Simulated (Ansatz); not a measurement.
Computed with Ansatz on PBE0-D4/def2-TZVP structures; ΔE is electronic, products minus reactants. CBS: MP2 limit from def2 TZ/QZ plus the TZ coupled-cluster correction, frozen cores. DFT in def2-TZVPP. For Ge outer-core shells are correlated without core-valence functions, which leaves a few kJ/mol of doubt a bond. Scalar relativity is left out up to krypton. Each species was taken in one conformer, which may not be the lowest.

Reaction (cleavage of the Ge–Si bond): `O[SiH]([SiH3])[GeH3]` + `NC#CO` → `NC#C[O][GeH3]` + `O[SiH2][SiH3]`

```tsv
level	ΔE (kcal/mol)
PBE-D4	0.3
ωB97X-V	-3.9
PBE0	-0.7
HF/def2-TZVPP	-8.9
CCSD(T)/def2-TZVPP	-4.3
HF/def2-QZVPP	-9.4
SCS-MP2/def2-QZVPP	-6.5
CCSD/CBS(def2)	-3.3
```

(1) What does CCSD(T)/CBS give? (Best estimate.)

Largest T1 diagnostic among the species: 0.013.

## Answers

(1) Computed: -3.0 kcal/mol. The listed levels differ from it by 3.3, -0.9, 2.3, -5.9, -1.3, -6.4, -3.5, -0.3 kcal/mol.

The D4 term adds +0.9 kcal/mol with B3LYP and +0.5 kcal/mol with PBE0; it sums over pairs of atoms, weighted by their polarisabilities, and B3LYP, whose exchange is more repulsive, gets the larger term. In def2-TZVPP, CCSD(T) changes the Hartree–Fock value by +4.7 kcal/mol (the triples alone add +0.2 kcal/mol) and MP2 by +3.5 kcal/mol.

B3LYP here is the variant with VWN-RPA as its local correlation; programs differ in this.
